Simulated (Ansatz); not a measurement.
Relaxation of AlClF$_{2}$H$_{2}$ (6 atoms, charge 0, multiplicity 1), to a largest force component of 0.03 eV/Å in at most 50 steps.

These are results of Ansatz, RKS B3LYP-D4/def2-SVP, not measurements.

```xyz
6
Properties=species:S:1:pos:R:3
Al 0.002 0.246 -0.068
H 0.018 0.199 1.494
F 1.419 0.366 -0.915
F -1.435 0.263 -0.891
Cl 0.082 -2.841 1.409
H 0.063 -1.613 1.939
```

Question: Where does it end, and by what steps?

Answer: The forces met the threshold. After 7 steps the energy has fallen by 0.309 eV; Cl5 moved furthest, 0.70 Å. Joined: Al1–Cl5 (3.42 → 2.64 Å).

```csv
step,energy less start (eV),largest force component (eV/Å),accepted
0,0.0000,1.097,yes
1,-0.0378,1.354,yes
2,-0.0841,1.352,yes
3,-0.1474,0.885,yes
4,-0.2500,0.856,yes
5,-0.2767,0.781,yes
6,-0.3087,0.086,yes
7,-0.3090,0.027,yes
```

```xyz
6
Properties=species:S:1:pos:R:3
Al 0.002 0.144 0.050
H -0.004 0.758 1.494
F 1.415 0.087 -0.828
F -1.419 0.009 -0.807
Cl 0.077 -2.357 0.903
H 0.077 -2.022 2.155
```

Whether the end is a true minimum wasn't checked by a vibrational analysis.

The run took 18 s on 1 thread of Arm Neoverse V2, on a shared host, peak memory 0.14 GiB.
